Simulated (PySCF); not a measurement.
A geometry optimisation on W(NH)2Cl2, `[NH]=[W](=[NH])([Cl])[Cl]`.

Method: PBE0-D3(BJ)/def2-SVP geometry optimisation, gas phase, def2 core potentials past Kr (PySCF 2.14.0). Start geometry: GFN2-xTB. A driver script takes a list of jobs; this job's settings line and coordinates (Å) are shown.

Input:
```
{"job": {"xc": "PBE0", "basis": "def2-SVP", "d3": "d3bj", "grid": 1, "maxiter": 30, "shake": 0.03, "kind": "geom"}, "charge": 0, "multiplicity": 1}
W     -0.280910    -0.071440    -0.228280
N     -0.386760    -0.030330     1.528060
H     -0.202350    -0.036840     2.501380
N      1.419100     0.008720    -0.877520
H      2.322250    -0.023760    -1.021200
Cl    -1.398220     1.824230    -0.967120
Cl    -1.381250    -1.772590    -1.003880
```

Estimate the output.

```
step   0  E = -1097.52407323  max force = 0.188862
step   1  E = -1097.54670430  max force = 0.063130
step   2  E = -1097.54980104  max force = 0.032943
step   3  E = -1097.55189141  max force = 0.006034
step   4  E = -1097.55232217  max force = 0.004057
step   5  E = -1097.55240346  max force = 0.002636
step   6  E = -1097.55240662  max force = 0.001541
step   7  E = -1097.55241320  max force = 0.001090
step   8  E = -1097.55243059  max force = 0.002521
step   9  E = -1097.55244459  max force = 0.002341
step  10  E = -1097.55245730  max force = 0.002368
step  11  E = -1097.55246837  max force = 0.001943
step  12  E = -1097.55247575  max force = 0.001148
step  13  E = -1097.55248001  max force = 0.000792
step  14  E = -1097.55248259  max force = 0.000473
step  15  E = -1097.55248449  max force = 0.000456
step  16  E = -1097.55248588  max force = 0.000441
optimisation converged
```

Energies in Eh; «max force» is the largest Cartesian gradient component in Eh/bohr.

Give the first gradient maximum in eV/Å.

With 1 Eh/bohr = 51.422 eV/Å, 9.712 eV/Å.

How much energy does the optimisation release, in kJ/mol?

E(step 0) − E(last step) = 0.028413 Eh, which is 74.6 kJ/mol.

Summary of the converged run: final energy -1097.55249 Eh after 16 steps; dipole 2.90 D.

Where do the atoms end?

0.186 Å rms from the input after alignment:
```
atom  x, y, z in Å
W1    -0.3655    0.0196   -0.3088
N2    -0.4669   -0.0953    1.4218
H3    -0.1088   -0.1679    2.3701
N4     1.3020   -0.0179   -0.7910
H5     2.3062   -0.0642   -0.6444
Cl6   -1.2020    2.0634   -0.9237
Cl7   -1.3731   -1.8398   -1.1926
```

On one thread of an Arm Neoverse N1, shared host with 64 logical CPUs at a one-minute load of 61, this took 3.0 min wall and 0.41 GiB of memory at its peak.
Labels such as C1 count atoms from 1, the log's own numbers from 0.
